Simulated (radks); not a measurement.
Results of a calculation; reference values are marked as such.
The nuclear charge of the dysprosium ion Dy2+ is varied continuously with 64 electrons held in [Xe] 4f10. Code: a radial shooting solver on a logarithmic mesh with Libxc functionals. Model: scalar-relativistic Kohn-Sham, PBE, spin-polarised, spherical densities, finite nucleus; open shells are filled with parallel spins first (spin-orbit coupling, left out, can overturn this in heavy ions); Fermi nuclear charge, rms radius 5.2218 fm. By the Hellmann-Feynman theorem dE/dZ = E(electron-nucleus)/Z, the electronic potential at the nucleus (averaged over a nucleus of fixed radius). The scalar-relativistic energy here is not variational (the density holds large components alone), so the two differ by a part that grows with Z.

Z = 65.5: E (hartree) -11930.4253; E(electron-nucleus)/Z (hartree) -445.189; HOMO 4f; e(HOMO) (eV) -7.949; <r> HOMO (bohr) 0.9721
Z = 65.6: E (hartree) -11975.2620; E(electron-nucleus)/Z (hartree) -446.192; HOMO 4f; e(HOMO) (eV) -9.330; <r> HOMO (bohr) 0.9518
Z = 65.7: E (hartree) -12020.2004; E(electron-nucleus)/Z (hartree) -447.194; HOMO 4f; e(HOMO) (eV) -10.769; <r> HOMO (bohr) 0.9341
Z = 65.8: E (hartree) -12065.2406; E(electron-nucleus)/Z (hartree) -448.196; HOMO 4f; e(HOMO) (eV) -12.259; <r> HOMO (bohr) 0.9185
Z = 65.9: E (hartree) -12110.3824; E(electron-nucleus)/Z (hartree) -449.197; HOMO 4f; e(HOMO) (eV) -13.798; <r> HOMO (bohr) 0.9043
Z = 66: E (hartree) -12155.6258; E(electron-nucleus)/Z (hartree) -450.198; HOMO 4f; e(HOMO) (eV) -15.381; <r> HOMO (bohr) 0.8913
Z = 66.1: E (hartree) -12200.9709; E(electron-nucleus)/Z (hartree) -451.199; HOMO 4f; e(HOMO) (eV) -17.006; <r> HOMO (bohr) 0.8794
Z = 66.2: E (hartree) -12246.4177; E(electron-nucleus)/Z (hartree) -452.200; HOMO 4f; e(HOMO) (eV) -18.671; <r> HOMO (bohr) 0.8682
Z = 66.3: E (hartree) -12291.9660; E(electron-nucleus)/Z (hartree) -453.201; HOMO 4f; e(HOMO) (eV) -20.374; <r> HOMO (bohr) 0.8577
Z = 66.4: E (hartree) -12337.6160; E(electron-nucleus)/Z (hartree) -454.202; HOMO 4f; e(HOMO) (eV) -22.114; <r> HOMO (bohr) 0.8478
Z = 66.5: E (hartree) -12383.3676; E(electron-nucleus)/Z (hartree) -455.203; HOMO 4f; e(HOMO) (eV) -23.890; <r> HOMO (bohr) 0.8385
Z = 66.6: E (hartree) -12429.2209; E(electron-nucleus)/Z (hartree) -456.204; HOMO 4f; e(HOMO) (eV) -25.701; <r> HOMO (bohr) 0.8296
Z = 66.7: E (hartree) -12475.1759; E(electron-nucleus)/Z (hartree) -457.205; HOMO 4f; e(HOMO) (eV) -27.544; <r> HOMO (bohr) 0.8211
Z = 66.8: E (hartree) -12521.2326; E(electron-nucleus)/Z (hartree) -458.207; HOMO 4f; e(HOMO) (eV) -29.421; <r> HOMO (bohr) 0.8130
Z = 66.9: E (hartree) -12567.3911; E(electron-nucleus)/Z (hartree) -459.208; HOMO 4f; e(HOMO) (eV) -31.329; <r> HOMO (bohr) 0.8052
Z = 67: E (hartree) -12613.6513; E(electron-nucleus)/Z (hartree) -460.210; HOMO 4f; e(HOMO) (eV) -33.268; <r> HOMO (bohr) 0.7977

The central difference of E at Z = 66 is -452.943 hartree, to compare with the third column; the second derivative is -10.2 hartree.
